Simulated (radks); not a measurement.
Pm0.5+, configuration [Xe] 4f(up 2.5, down 2.5) 6s(up 1, down 0.5) (fractional occupations, a model configuration).

All-electron calculation, scalar-relativistic Kohn-Sham, PBEsol, spin-polarised, spherical densities, finite nucleus; Fermi nuclear charge, rms radius 4.962 fm. Program: a radial shooting solver on a logarithmic mesh with Libxc functionals.

Energy parts (Ry):
part                       energy
total                 -20032.5896
kinetic                21362.7031
electron-nucleus      -48702.3133
Hartree                 7756.8959
exchange-correlation    -449.8753

Orbitals (lengths in bohr, moments of r in powers of bohr; r(max) is where P^2 peaks):
| orbital | occ. | eigenvalue (Ry) | <r> | r(max) | <1/r> |
|---|---|---|---|---|---|
| 1s up | 1 | -3307.516 | 0.02319 | 0.01480 | 67.39 |
| 1s down | 1 | -3307.516 | 0.02319 | 0.01480 | 67.39 |
| 2s up | 1 | -537.9757 | 0.09899 | 0.08383 | 15.59 |
| 2s down | 1 | -537.9755 | 0.09899 | 0.08383 | 15.59 |
| 2p up | 3 | -480.5583 | 0.08712 | 0.06762 | 14.66 |
| 2p down | 3 | -480.5582 | 0.08712 | 0.06762 | 14.66 |
| 3s up | 1 | -117.4612 | 0.2607 | 0.2387 | 5.692 |
| 3s down | 1 | -117.4611 | 0.2607 | 0.2387 | 5.692 |
| 3p up | 3 | -99.42853 | 0.2589 | 0.2339 | 5.373 |
| 3p down | 3 | -99.42847 | 0.2589 | 0.2339 | 5.373 |
| 3d up | 5 | -74.68529 | 0.2363 | 0.1918 | 5.100 |
| 3d down | 5 | -74.68520 | 0.2363 | 0.1918 | 5.100 |
| 4s down | 1 | -23.50466 | 0.5931 | 0.5520 | 2.387 |
| 4s up | 1 | -23.50466 | 0.5931 | 0.5520 | 2.387 |
| 4p up | 3 | -17.58569 | 0.6280 | 0.5761 | 2.198 |
| 4p down | 3 | -17.58564 | 0.6280 | 0.5761 | 2.198 |
| 4d up | 5 | -9.22433 | 0.6885 | 0.6025 | 1.924 |
| 4d down | 5 | -9.22411 | 0.6885 | 0.6025 | 1.924 |
| 5s up | 1 | -3.29238 | 1.440 | 1.289 | 0.9187 |
| 5s down | 1 | -3.29061 | 1.440 | 1.289 | 0.9191 |
| 5p up | 3 | -1.88100 | 1.694 | 1.465 | 0.7712 |
| 5p down | 3 | -1.87756 | 1.690 | 1.464 | 0.7724 |
| 6s up | 1 | -0.44401 | 4.124 | 3.614 | 0.3031 |
| 6s down | 0.5 | -0.41673 | 4.139 | 3.592 | 0.3031 |
| 4f up | 2.5 | -0.37170 | 1.063 | 0.6369 | 1.301 |
| 4f down | 2.5 | -0.37001 | 1.056 | 0.6368 | 1.304 |

The highest occupied level is 4f down at -5.034 eV. Summed over all electrons, <r^2> = 71.24 bohr^2, which gives a Langevin (diamagnetic) susceptibility term of -56.4 x 10^-6 cm^3/mol. The density falls to 0.001 e/bohr^3 at r = 4.97 bohr.
